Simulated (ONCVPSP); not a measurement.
# An all-electron radial function and its pseudo partner (Br (Z = 35))

Columns: radius, all-electron u(r) and pseudo u(r) of the 3p shell (level -173.49 eV) of bromine in the configuration [Ne] 3s2 3p6 3d10 4s2 4p5; PBE, scalar-relativistic, ONCV scheme, ONCVPSP 4.0.1.

| r (bohr) | all-electron | pseudo |
| --- | --- | --- |
| 0.055 | -0.5585 | 0.0464 |
| 0.110 | -0.7650 | 0.1779 |
| 0.165 | -0.4204 | 0.3763 |
| 0.220 | 0.1339 | 0.6144 |
| 0.275 | 0.6591 | 0.8607 |
| 0.330 | 1.0553 | 1.0852 |
| 0.385 | 1.3036 | 1.2633 |
| 0.440 | 1.4226 | 1.3793 |
| 0.495 | 1.4432 | 1.4277 |
| 0.550 | 1.3963 | 1.4123 |
| 0.605 | 1.3073 | 1.3444 |
| 0.660 | 1.1949 | 1.2389 |
| 0.715 | 1.0726 | 1.1121 |
| 0.770 | 0.9495 | 0.9783 |
| 0.825 | 0.8314 | 0.8487 |
| 0.880 | 0.7215 | 0.7297 |
| 0.935 | 0.6217 | 0.6244 |
| 0.990 | 0.5326 | 0.5330 |
| 1.045 | 0.4539 | 0.4538 |
| 1.100 | 0.3854 | 0.3852 |
| 1.155 | 0.3261 | 0.3259 |
| 1.210 | 0.2751 | 0.2750 |
| 1.265 | 0.2314 | 0.2313 |
| 1.320 | 0.1944 | 0.1943 |
| 1.375 | 0.1629 | 0.1628 |
| 1.430 | 0.1363 | 0.1362 |

**Question.** How many radial nodes do the two functions have?

**Answer.** The all-electron 3p function has n − l − 1 = 1; the pseudo-wave has 0, since the states of the same l below it are removed with the core.

**Question.** At about which radius was the pseudo-wave matched?

**Answer.** 1.10 bohr. The columns agree to 0.0005 from 0.99 bohr on; several derivatives are matched, so the curves merge somewhat inside the radius.

**Question.** Where does each function peak?

**Answer.** Outermost all-electron maximum near 0.49 bohr, pseudo maximum near 0.49 bohr (to the table’s step).

**Question.** Is the pseudo-wave norm-conserving?

**Answer.** Yes: the ONCV scheme keeps the norm inside the radius equal to the all-electron one, which fixes the energy derivative of the logarithmic derivative at the level.
